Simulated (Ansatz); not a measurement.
Consider the formal exchange of groups at the Al–Br bond: `[Cl][Al]([Cl])[Br]` + CH₄ → `[CH3][Al]([Cl])[Cl]` + HBr.

Isolated molecules relaxed with PBE0-D4/def2-TZVP in Ansatz; ΔE leaves out vibrations. CBS: MP2 limit from def2 TZ/QZ plus the TZ coupled-cluster correction, frozen cores. This one scheme is used for every species. Functionals use def2-TZVPP. For Br outer-core shells are correlated without core-valence functions, which leaves a few kJ/mol of doubt a bond. Scalar relativity is left out up to krypton.

```
             level  ΔE (kJ/mol)
          PBE-QIDH        153.2
    MP2/def2-TZVPP        154.3
CCSD(T)/def2-TZVPP        148.3
     HF/def2-QZVPP        162.5
```

(1) What does CCSD(T)/CBS give? (Best estimate.)

Largest T1 diagnostic among the species: 0.008.

## Answers

(1) The calculation gave: +152.2 kJ/mol. The listed levels differ from it by 1.0, 2.1, -3.9, 10.3 kJ/mol.

From PBE to PBE0 (25 % exact exchange), in def2-TZVPP and without D4, ΔE moves by +5.3 kJ/mol. Leaving LDA and LC-ωPBE aside and taking each functional with its dispersion term where it has one, the values, not all of them listed here, spread over 13.6 kJ/mol, from PBE-D4 to BHLYP-D4. LDA lies −5.8 kJ/mol from PBE without D4.
